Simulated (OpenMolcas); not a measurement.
Ionisation energies of neon

```json
{"Program": "OpenMolcas 26.06", "Basis": "ANO-L-VTZP [4s3p2d1f]", "Scalar Hamiltonian": "non-relativistic, point nucleus", "Spin-orbit coupling": "state interaction with AMFI integrals over the reference wave functions, term energies averaged over their components"}
```

Active shells in each charge state: the valence s, p shells, with orbitals averaged over the low states. Where CASPT2's correlated closed shells are named, they are those of the first ion.

A. CASSCF
B. SS-CASPT2, IPEA 0.25 Eh, imaginary shift 0.1 Eh (closed shells correlated: 1s)
C. SS-CASPT2, IPEA 0.25 Eh, imaginary shift 0.1 Eh (closed shells correlated: none)
D. SS-CASPT2, IPEA 0 Eh, imaginary shift 0.1 Eh (closed shells correlated: 1s)

Energies in eV between the lowest computed levels, named as in B; reference values from the NIST Atomic Spectra Database with their kind.

| From | To | A | B | C | D | Spin-orbit share in B | Reference |
| --- | --- | --- | --- | --- | --- | --- | --- |
| Ne4+ 2s2 2p2 3P0 | Ne5+ 2s2 2p 2P* 1/2 | 124.946 | 125.982 | 125.940 | 126.016 | -0.011 | 126.247 (measured) |
| Ne5+ 2s2 2p 2P* 1/2 | Ne6+ 2s2 1S0 | 156.535 | 157.553 | 157.505 | 157.584 | +0.103 | 157.934 (measured) |
| Ne6+ 2s2 1S0 | Ne7+ 2s 2S 1/2 | 206.820 | 206.860 | 206.882 | 206.860 | +0.000 | 207.271 (measured) |
| Ne7+ 2s 2S 1/2 | Ne8+ 1s2 1S0 | 238.634 | 238.670 | 238.634 | 238.671 | +0.000 | 239.097 (semi-empirical) |

Steps that some method lacks are left out, and so are those with a state whose active s or d shell is doubly occupied in every root (s and p with five to eight electrons, d10) over a frozen core shell of the same l, since the two then mix freely.

Error against the reference values, in %:

```
From       Reference     A     B     C     D
Ne4+        measured  -1.0  -0.2  -0.2  -0.2
Ne5+        measured  -0.9  -0.2  -0.3  -0.2
Ne6+        measured  -0.2  -0.2  -0.2  -0.2
Ne7+  semi-empirical  -0.2  -0.2  -0.2  -0.2
```

Mean absolute error over the 3 measured values: A 1.05 eV, B 0.35 eV, C 0.37 eV, D 0.33 eV.

* marks odd parity.
